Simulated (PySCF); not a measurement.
**Broadened absorption spectrum of C4H9BGeO2**

C₄H₉BGeO₂.
Bonds: O1–B2, B2–O3, B2–C4, C4–C5 (double), C5–C6, C6–Ge7, Ge7–C8, C4–C8. Hydrogens: H9 on O1; H10 on O3; H11 on C5; H12, H13 on C6; H14, H15 on Ge7; H16, H17 on C8.

Level of theory: TDDFT wB97X-D/def2-SVPD, vertical, gas phase, core orbitals frozen in the response (PySCF 2.14.0, density-fitted response routines). The structure is a single PBE0-D3(BJ)/def2-SVP conformer in the gas phase; no vibrational or solvent corrections. The wB97X-D/def2-SVPD calculation is non-relativistic and has no spin–orbit coupling, an omission that weighs most on germanium.

Broadening: Gaussians 0.3 eV wide at half height, area fixed by f = 4.319×10⁻⁹ ∫ε dν̃. The width is an assumption, not a result. The curve ends short of the highest state used, and states not computed would add to its high-energy end.

E (eV), ε (L mol⁻¹ cm⁻¹) and a bar:
```
     5.72         49 
     5.79        289 
     5.86       1256 ##
     5.93       4035 #####
     6.01      10585 ##############
     6.08      17815 ########################
     6.15      22190 ##############################
     6.23      19768 ###########################
     6.30      13038 ##################
     6.37       6516 #########
     6.45       2243 ###
     6.52        804 #
     6.59        315 
     6.66        134 
     6.74         51 
     6.81         41 
     6.88         83 
     6.96        197 
     7.03        351 
     7.10        533 #
     7.18        706 #
     7.25        756 #
     7.32        720 #
     7.39        686 #
```

(1) Locate the maxima and give the states behind the curve.

(2) Coming from long wavelengths, where does ε first pass 100 L mol⁻¹ cm⁻¹?

(3) On this curve, what absorbance would a 10⁻³ mol/L sample give at 193 nm over a 1 cm path?

Results:

(1) 201 nm (6.17 eV), ε about 22000, made up of S1 (100%); 171 nm (7.25 eV), ε about 760, made up of S4 (10%) and S5 (81%) (ε in L mol⁻¹ cm⁻¹; maxima over ε = 5, shares over 10%). The states used: S1 6.17 eV (f 0.248); S2 6.39 eV (f 0.0029); S3 6.51 eV (f 0.0021); S4 7.07 eV (f 0.0023); S5 7.24 eV (f 0.0069); S6 7.50 eV (f 0.0033); S7 7.56 eV (f 0.0041); S8 7.81 eV (f 0.0011); S9 7.98 eV (f 0.0022); S10 7.99 eV (f 0.026).

(2) At about 216 nm (5.75 eV), 0.42 eV below S1.

(3) 193 nm is 6.424 eV, where ε is about 3200 L mol⁻¹ cm⁻¹, so A = ε c l ≈ 3.2 (Beer–Lambert, with the gas-phase spectrum and the assumed width).

The vertical ionisation energy (ΔSCF) is 8.85 eV, 0.85 eV above S10.
